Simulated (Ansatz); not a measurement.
Geometry optimisation, RKS B3LYP/def2-SVP in Ansatz.

The input (input.yaml):

```yaml
crystal:
  periodic: [false, false, false]
  atoms:
    - { symbol: Ge, position_ang: [-0.56342, 6.1e-05, -0.402278] }
    - { symbol: H, position_ang: [0.167447, -0.000892, 2.264846] }
    - { symbol: F, position_ang: [0.985624, 0.000169, 0.331351] }
    - { symbol: F, position_ang: [-0.604538, 1.396115, -1.39468] }
    - { symbol: F, position_ang: [-0.604205, -1.396264, -1.39436] }
    - { symbol: Cl, position_ang: [-2.318665, -2.2e-05, 0.896477] }
    - { symbol: H, position_ang: [-0.432342, 0.000832, 2.657443] }
basis:
  gaussian: { orbitals: def2-SVP }
hamiltonian:
  xc: b3lyp
relax:
  f_tol: 0.03
  max_steps: 50
output:
  orbitals: {}
```

Run as:

```bash
$ ansatz run input.yaml --threads 2 --pin off --max-ram 3072MiB --backend cpu --events-out ev --progress --plain --runs-dir out
```

Q: Where does it end, and by what steps?

A: The forces met the threshold. The force dipped under the threshold on the way, but the program's further checks kept it going. After 21 steps the energy has fallen by 0.327 eV; H7 moved furthest, 1.33 Å.

```tsv
step	energy less start (eV)	largest force component (eV/Å)	accepted
0	0.0000	1.508	yes
1	-0.2008	0.238	yes
2	-0.2738	0.223	yes
3	-0.3000	0.107	yes
4	-0.3085	0.229	yes
5	-0.3149	0.118	yes
6	-0.3158	0.240	yes
7	-0.2995	1.082	no
8	-0.3207	0.104	yes
9	-0.3234	0.054	yes
10	-0.3146	0.801	no
11	-0.3243	0.038	yes
12	-0.3248	0.161	yes
13	-0.3255	0.094	yes
14	-0.3262	0.022	yes
15	-0.3266	0.045	yes
16	-0.3267	0.084	yes
17	-0.3269	0.037	yes
18	-0.3270	0.007	yes
19	-0.3271	0.010	yes
20	-0.3271	0.044	yes
21	-0.3272	0.012	yes
```

```xyz
7
Properties=species:S:1:pos:R:3
Ge -0.787 0.000 -0.768
H 0.418 0.000 2.968
F 0.407 0.000 0.466
F -0.516 1.382 -1.742
F -0.516 -1.382 -1.742
Cl -2.736 0.000 0.050
H 0.360 0.000 3.727
```

Whether the end is a true minimum wasn't checked by a vibrational analysis.

Time of the run: 49 s on 2 threads of Arm Neoverse V2, with other jobs on the host, peak memory 0.24 GiB.
